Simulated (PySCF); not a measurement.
Excited states between 380 and 750 nm. Vertical TDDFT excitations of isolated species (PySCF; the level stands beside each; core orbitals frozen in the response), one conformer each, no solvent. Ions are computed without counter-ions or solvent.

1. `C#C[Si@]1(C)C[C@H](F)C1`
2. `C=CC(=O)[SiH2]F`
3. `CNC(=S)C#CC1=CC1`
4. `N#C[C@@]12[C@H]3[C@@H](S)[C@@H]1C[C@H]32`
5. `C=CCC[C+](C)C`
6. `C[C@H]1C(=O)C=C(Cl)C1=O`

Problem. For which of them does the calculation put a singlet between 380 and 750 nm?

Solution. 2, 3, 5 and 6.

1. (B3LYP/def2-SVPD on a GFN2-xTB geometry) 209 nm (f 0.000); 203 nm (f 0.036); 201 nm (f 0.002); 180 nm (f 0.003); 179 nm (f 0.186).
2. (B3LYP/def2-SVPD on a GFN2-xTB geometry) 421 nm (f 0.001); 228 nm (f 0.006); 214 nm (f 0.239); 197 nm (f 0.006); 195 nm (f 0.013). S1 lies in the visible range (380 to 750 nm), at 421 nm, f = 0.0010; light of that wavelength is violet, and its complementary colour is yellow-green; a Tamm–Dancoff triplet lies at 521 nm, without intensity as long as spin–orbit coupling is left out.
3. (CAM-B3LYP/def2-SVPD on a GFN2-xTB geometry) 452 nm (f 0.003); 316 nm (f 0.083); 290 nm (f 0.059); 272 nm (f 0.078); 263 nm (f 0.159). S1 lies in the visible range (380 to 750 nm), at 452 nm, f = 0.0027; light of that wavelength is blue, and its complementary colour is yellow; a Tamm–Dancoff triplet lies at 514 nm, without intensity as long as spin–orbit coupling is left out.
4. (CAM-B3LYP/def2-SVPD on a GFN2-xTB geometry) 221 nm (f 0.005); 195 nm (f 0.003); 194 nm (f 0.035); 180 nm (f 0.004); 179 nm (f 0.035).
5. (PBE0/def2-SVPD on a GFN2-xTB geometry) 484 nm (f 0.033); 269 nm (f 0.013); 244 nm (f 0.002); 221 nm (f 0.001); 204 nm (f 0.002). S1 lies in the visible range (380 to 750 nm), at 484 nm, f = 0.033; light of that wavelength is green-blue, and its complementary colour is orange; a Tamm–Dancoff triplet lies at 550 nm, without intensity as long as spin–orbit coupling is left out.
6. (PBE0/def2-SVPD on a GFN2-xTB geometry) 411 nm (f 0.000); 340 nm (f 0.000); 246 nm (f 0.227); 238 nm (f 0.002); 223 nm (f 0.000). S1 lies in the visible range (380 to 750 nm), at 411 nm, dark in the vertical dipole picture (f under 0.0005); light of that wavelength is violet, and its complementary colour is yellow-green; a Tamm–Dancoff triplet lies at 478 nm, without intensity as long as spin–orbit coupling is left out.
